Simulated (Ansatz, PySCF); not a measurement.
Molecule: C$_{2}$H$_{3}$F$_{3}$O, charge 0, multiplicity 1. 
Structure (B3LYP-D3(BJ)/def2-TZVP (Ansatz, an electronic-structure program) minimum search):
SMILES: FC(F)(F)OC
```xyz
9

C     -1.9058     0.0004    -0.4509
O     -0.6899     0.7482    -0.2696
C      0.3885     0.0410     0.0861
F      0.7182    -0.9042    -0.8235
F      1.4187     0.8737     0.2115
F      0.2250    -0.6079     1.2616
H     -2.1942    -0.4891     0.4788
H     -1.7860    -0.7343    -1.2466
H     -2.6538     0.7348    -0.7323
```
Charge 0, spin multiplicity 1.

Total electronic energies in hartree. Correlated levels leave the core frozen unless marked. No spin-orbit coupling. No relativistic terms. Basis-set limits of correlation are two-point, X^-3; Hartree-Fock from the larger set. [CCSD(T)-MP2]/basis is that difference in the basis named.

```
level                                                                 program  energy (Eh)
-------------------------------------------------------------  --------------  -----------
HF-D4/def2-TZVPD                                                PySCF + dftd4   -450.89263
revPBE/def2-TZVPD                                                      Ansatz   -452.82705
PBE0-D4/def2-TZVP                                              Ansatz + dftd4   -452.52771
BHLYP/def2-TZVPD                                                       Ansatz   -452.78499
r2SCAN0/def2-TZVPD                                                     Ansatz   -452.71779
wB97X/def2-TZVPD                                                       Ansatz   -452.87798
CCSD(T)/aug-cc-pVDZ                                                    Ansatz   -451.87075
RI-MP2/CBS(aug-cc-pVTZ,aug-cc-pVQZ)+[CCSD(T)-MP2]/aug-cc-pVDZ          Ansatz    -452.4514
RI-MP2/CBS(cc-pVTZ,cc-pVQZ)+[CCSD(T)-MP2]/cc-pVTZ                      Ansatz    -452.4478
```

Totals of different functionals don't rank their quality; only differences between species are comparable.
